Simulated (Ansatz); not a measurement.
Cartesian coordinates in Å:
```
N -1.265 -0.623 -0.908
Ge 0.040 0.551 -0.416
O -0.729 1.922 0.419
C 1.225 -0.425 0.829
F 0.562 -1.545 1.324
H -1.130 -1.570 -0.586
H -1.573 -0.612 -1.867
H 0.806 1.200 -1.581
H -1.576 1.655 0.787
H 1.504 0.211 1.673
H 2.135 -0.765 0.327
```

The species carries charge 0 and has multiplicity 1.

(1) List the r2SCAN/def2-TZVPP orbital energies in eV (Ansatz 0.2.0). (An estimate is asked.)

## Answers

(1) Computed: Occupied: -10834.50, -1349.52, -1199.57, -1199.57, -1199.56, -666.13, -515.30, -384.97, -275.05, -167.80, -117.51, -117.49, -117.48, -31.55, -30.96, -30.84, -30.78, -30.73, -30.72, -25.43, -22.03, -18.06, -14.10, -12.70, -12.52, -12.34, -11.68, -10.90, -9.56, -8.74, -8.44, -8.08, -6.81, -6.46. Lowest empty: -0.02, 0.64, 1.17, 1.46, 2.08, 2.59, 2.86, 3.18.
